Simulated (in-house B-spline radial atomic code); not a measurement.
Computed with a B-spline radial atomic code. Model: two electrons, singlet ground state, non-relativistic, full CI in B-splines with partial waves to l = 8 (at full coupling up to 3e-4 hartree above the limit, correlation up to 0.6 % small), density held at that of full coupling by Lieb maximisation.

W(λ) is the mean repulsion in the state of coupling λ less the Hartree energy of the fixed density. Its start is exact exchange, its initial slope is twice the second-order Görling-Levy correlation energy, and its area from 0 to 1 is E_xc. A straight curve means weak, dynamic correlation, and a curve that drops fast and flattens means strong correlation.

Command:
```bash
python run_ac.py task.json out
```
Settings (lengths in bohr, energies in hartree):
```
potential              dot
strength               0.213
lmax                   8
second                 -1
```

Cost of the run: 12 s on 1 thread of Intel(R) Xeon(R) Processor @ 2.30GHz, with other jobs on the host.

**W = mean repulsion less Hartree energy, and W of three functionals.**

Given: confinement charge in harmonic well; well frequency 0.213 hartree; nuclear charge -1; external potential omega^2 r^2/2 - Z/r.

Computed: PBE exchange minus exact 2.7138 millihartree; SCAN exchange minus exact -6.0994 millihartree.

```
coupling  W xc (hartree)  W xc minus exchange (millihartree)  kinetic minus Kohn-Sham (millihartree)  LDA (PW92) W minus its exchange (millihartree)  PBE W minus its exchange (millihartree)  SCAN W minus its exchange (millihartree)
       0         -0.2517                                   0                                       0                                               0                                        0                                         0
    0.02        -0.25421                              -2.514                                    0.02                                           -8.85                                    -3.71                                     -1.86
    0.05        -0.25779                              -6.095                                    0.15                                          -17.07                                    -8.22                                     -4.48
    0.12        -0.26534                             -13.638                                    0.78                                          -30.37                                   -16.64                                    -10.04
    0.25         -0.2768                             -25.099                                    2.87                                          -46.91                                   -28.43                                     -18.8
     0.4        -0.28687                             -35.173                                    6.11                                          -60.21                                   -38.69                                    -27.07
     0.6        -0.29669                             -44.992                                   10.96                                          -73.11                                   -49.14                                    -35.93
     0.8               ?                                   ?                                       ?                                               ?                                        ?                                         ?
       1               ?                                   ?                                       ?                                               ?                                        ?                                         ?
     1.4        -0.31655                             -64.856                                   29.48                                         -102.09                                   -73.96                                    -57.66
       2        -0.32344                             -71.737                                      41                                         -114.09                                   -84.64                                    -66.69
       3        -0.32998                              -78.28                                   57.03                                            -127                                   -96.32                                     -75.8
     4.5        -0.33536                              -83.66                                   76.81                                         -138.88                                   -107.2                                    -83.16
       7         -0.3402                             -88.505                                  104.03                                         -150.49                                  -117.96                                    -89.07
      10        -0.34352                             -91.825                                  131.85                                         -158.81                                  -125.71                                    -92.45
```

Question: What belongs in the row 0.8?

Answer: W xc (hartree): -0.30379; W xc minus exchange (millihartree): -52.089; kinetic minus Kohn-Sham (millihartree): 15.9; LDA (PW92) W minus its exchange (millihartree): -82.81; PBE W minus its exchange (millihartree): -57.27; SCAN W minus its exchange (millihartree): -43.01.

Question: What belongs in the row 1?

Answer: W xc (hartree): -0.30912; W xc minus exchange (millihartree): -57.417; kinetic minus Kohn-Sham (millihartree): 20.67; LDA (PW92) W minus its exchange (millihartree): -90.49; PBE W minus its exchange (millihartree): -63.84; SCAN W minus its exchange (millihartree): -48.8.

Question: What is the LDA exchange minus exact?

Answer: 30.253 millihartree.

**Energy parts, natural occupations and partial-wave weights.**

Computed: total energy 1.6923 hartree; exchange energy -0.2517 hartree; correlation energy -0.036749 hartree; initial slope twice GL2 -0.1282 hartree; kinetic part over minus potential part 0.35996; Kohn-Sham kinetic 0.20223 hartree; Lieb Oxford ratio E_xc over LDA exchange 1.3026.

```
natural  occupation of the shell (electrons)
      s                               1.8142
      p                              0.18304
      s                            0.0013152
      d                                    ?
      f                           0.00012699
      p                           0.00012672
```

Question: What belongs in the row d?

Answer: occupation of the shell (electrons): 0.001079.

```
wave      weight
   s     0.90777
   p           ?
   d  0.00055331
   f  6.7722e-05
   g  1.4897e-05
```

Question: What belongs in the row p?

Answer: weight: 0.091587.

Question: What is the kinetic part of the DFT correlation energy?

Answer: 0.020668 hartree.

Question: What is the Hartree energy?

Answer: 0.5034 hartree.

Half-way to full coupling W has made 70 % of its drop, against 50 % for a straight line, and second-order (GL2) theory, half the initial slope, overshoots the correlation energy by about 74 %: correlation is strong. Over couplings 0 to 1 the errors in E_xc come to about +5.4 millihartree for LDA, -1.3 millihartree for PBE, +1.1 millihartree for SCAN. In LDA and PBE and SCAN the errors of exchange and correlation have opposite signs, so the sum is smaller than the larger of the two.
